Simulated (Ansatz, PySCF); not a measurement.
System: CsCl, net charge 0, singlet state. 
Structure (B3LYP-D3(BJ)/def2-TZVP (Ansatz, a program for electronic structure) minimum search):
SMILES: [Cs][Cl]
```xyz
2

Cs     0.0000     0.0000    -0.6988
Cl     0.0000     0.0000     2.2608
```
Charge 0, spin multiplicity 1.

Total electronic energies in hartree. Correlated levels leave the core frozen unless marked. Spin-orbit coupling is left out. Frozen are the shells of the preceding noble gas and the d and f shells that filled before the atom's block. The outer core of K, Ca and their heavier congeners is not correlated, a term that matters for these elements. Past Kr the def2 sets carry scalar-relativistic core potentials. CBS marks a two-point X^-3 extrapolation of the correlation energy; Hartree-Fock from the larger set. [CCSD(T)-MP2]/basis is that difference in the basis named.

```csv
level,program,energy (Eh)
HF/def2-QZVPPD,Ansatz,-479.46839
HF-D3(BJ)/def2-TZVPD,PySCF + dftd3,-479.46220
PBE-D4/def2-TZVPD,Ansatz + dftd4,___
BP86/def2-TZVPD,PySCF,-480.54244
B97M-V/def2-TZVPD,Ansatz,-480.34341
B3LYP-D3(BJ)/def2-TZVPD,Ansatz + dftd3,-480.47711
B3LYP/def2-TZVPD,Ansatz,-480.47514
B3LYP/def2-TZVPD,PySCF,-480.47516
PBE0/def2-TZVP,Ansatz,-480.29735
SCS-MP2/def2-SVP,Ansatz,-479.42523
CCSD/def2-TZVPP,Ansatz,-479.66916
CCSD/def2-QZVPP,Ansatz,-479.70599
CCSDT/def2-SVP,Ansatz,-479.44352
"RI-MP2/CBS(def2-TZVPPD,def2-QZVPPD)+[CCSD(T)-MP2]/def2-TZVPPD",Ansatz,-479.7309
"CCSD(T)/CBS(def2-TZVPPD,def2-QZVPPD)",Ansatz,-479.7325
```

Question: What belongs in the gaps?

Answer: 
- PBE-D4/def2-TZVPD, energy (Eh): -480.26952
